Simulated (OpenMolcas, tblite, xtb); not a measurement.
## SiF4 (SMILES F[Si](F)(F)F): methods side by side

SiF4: 5 atoms, total charge 0, spin state singlet. As SMILES, `F[Si](F)(F)F`. The coordinates come from a PBE0-D4/def2-TZVP relaxation.

Quantity: the vertical electron affinity (to the doublet anion), in eV. The values are calculated.

The electron affinity is E(neutral) − E(anion): positive where the electron is bound.

| level | kind | program | value (eV) | CPU time (all runs) |
| --- | --- | --- | --- | --- |
| IPEA1-xTB | semi-empirical | tblite | 2.55 | under 2 s |
| GFN1-xTB | semi-empirical | xtb | -0.82 | under 2 s |
| HF/6-311+G** | Hartree–Fock | OpenMolcas | -1.47 | 47 s |
| SVWN5/6-311+G** | LDA | OpenMolcas | -0.46 | 83 s |
| BLYP/6-311+G** | GGA | OpenMolcas | -0.66 | 1.7 min |
| r2SCAN/6-311+G** | meta-GGA | OpenMolcas | -0.83 | 2.3 min |
| PBE0/6-311+G** | global hybrid | OpenMolcas | -0.78 | 1.8 min |

Where it was recorded, the anion's HOMO is positive in HF/6-311+G**, SVWN5/6-311+G**, BLYP/6-311+G**, r2SCAN/6-311+G**, PBE0/6-311+G**: a fault of the level (basis or self-interaction), which says nothing on whether the real anion is bound. The values span -1.47 to 2.55 eV. The xTB values lack the empirical shift that such differences need. Negative values mean that the anion is unbound at that level; they are set by how diffuse the basis is and aren't properties of the molecule, whose anion may well be bound. Times are those of the runs behind each value, whatever else they computed, on shared processors of several kinds: orders of magnitude only.
